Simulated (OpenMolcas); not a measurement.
Ti2+ (d2) among equal point charges was computed by CASSCF with the d shell active (OpenMolcas, ANO-RCC-VTZP on the metal). Its lowest spin-free states, and all those of the highest spin:

```csv
2S+1,Degeneracy,E (cm-1)
3,3,0.0
3,3,8745
1,3,9384
1,2,9645
1,1,18808
3,3,18964
1,3,20391
3,1,22393
1,3,22919
1,2,37172
1,1,54424
```

Task: Is the site octahedral, tetrahedral or cube-like, axial, or of lower symmetry?

Result: The states with 2S+1 = 3 have orbital degeneracies 3, 3, 3, 1. Threefold states need a cubic site. For d2 at this spin an octahedron puts the threefold T1 below the threefold T2 and a tetrahedron or cube puts the single A2 below the threefold T2, so the site is octahedral. The run had Ti2+ among 6 point charges of -2 e arranged as an octahedron (Oh), 2.07 Å from the ion. The active orbitals were held to one l.

An orbital triplet at a regular site is open to Jahn-Teller coupling, which can distort the site and quench the lowest spin-orbit gaps and is left out. Without dynamic correlation the repulsion within the d shell is too large (B by tens of per cent), so at a given field states of lower spin stand too high. Point charges carry no covalency, so the field is a model and not that of real ligands. No measured value stands beside these numbers.
